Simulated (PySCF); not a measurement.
## ORD: `O[Si@H]1[SiH2]C[C@H](Br)[SiH2]1`, C$_{2}$H$_{9}$BrOSi$_{3}$

Geometry:
```json
{"atom": "O1", "x (Å)": "2.764", "y (Å)": "-0.532", "z (Å)": "-0.680"}
{"atom": "Si2", "x (Å)": "1.533", "y (Å)": "-0.519", "z (Å)": "0.396"}
{"atom": "Si3", "x (Å)": "0.617", "y (Å)": "1.616", "z (Å)": "0.314"}
{"atom": "C4", "x (Å)": "-1.118", "y (Å)": "1.146", "z (Å)": "-0.383"}
{"atom": "C5", "x (Å)": "-1.601", "y (Å)": "-0.225", "z (Å)": "0.057"}
{"atom": "Br6", "x (Å)": "-1.832", "y (Å)": "-0.228", "z (Å)": "2.028"}
{"atom": "Si7", "x (Å)": "-0.365", "y (Å)": "-1.661", "z (Å)": "-0.315"}
{"atom": "H8", "x (Å)": "3.305", "y (Å)": "-1.297", "z (Å)": "-0.848"}
{"atom": "H9", "x (Å)": "2.053", "y (Å)": "-1.027", "z (Å)": "1.677"}
{"atom": "H10", "x (Å)": "1.168", "y (Å)": "2.624", "z (Å)": "-0.601"}
{"atom": "H11", "x (Å)": "0.433", "y (Å)": "2.281", "z (Å)": "1.609"}
{"atom": "H12", "x (Å)": "-1.852", "y (Å)": "1.906", "z (Å)": "-0.105"}
{"atom": "H13", "x (Å)": "-1.085", "y (Å)": "1.137", "z (Å)": "-1.477"}
{"atom": "H14", "x (Å)": "-2.605", "y (Å)": "-0.425", "z (Å)": "-0.321"}
{"atom": "H15", "x (Å)": "-0.530", "y (Å)": "-1.953", "z (Å)": "-1.750"}
{"atom": "H16", "x (Å)": "-0.893", "y (Å)": "-2.834", "z (Å)": "0.389"}
```

Method used: PySCF, TDDFT B3LYP/def2-SVPD circular dichroism and optical rotation, one conformer, gas phase. Geometry: GFN2-xTB.

The molecule is flexible and this is one conformer; a measurement averages over conformers. The calculation is non-relativistic, which matters for the atoms heavier than Zn.

Stereocentres: Si2 S, C5 S.

Q: Give the optical rotatory dispersion at 633, 589.3, 546, 436, 405, 365, 355 nm.

A: [α] in deg dm⁻¹ (g/mL)⁻¹:
```csv
λ (nm),origin-invariant length gauge,modified velocity gauge,length gauge (centre of mass),isotropic polarisability (au)
633,+44.9,+40.9,+46.4,134.2
589.3,+54.2,+49.7,+56.0,134.9
546,+67.0,+62.0,+69.1,135.8
436,+138.1,+132.2,+141.7,139.7
405,+184.5,+179.4,+189.0,141.5
365,+300.3,+299.0,+306.2,144.8
355,+349.4,+350.4,+355.8,145.8
```

Q: And for the mirror image at 589.3 nm?

A: -54.2 deg dm⁻¹ (g/mL)⁻¹ (origin-invariant length gauge): the same size and the opposite sign.

Q: What is the molar rotation [Φ] = [α]·M/100 of the geometry above at 589.3 nm?

A: With M = 213.25 g/mol, +115.6 deg cm² dmol⁻¹ (origin-invariant length gauge).

The first excitation lies at 4.92 eV (252 nm) with R = +37.8 × 10⁻⁴⁰ esu² cm² (velocity form).
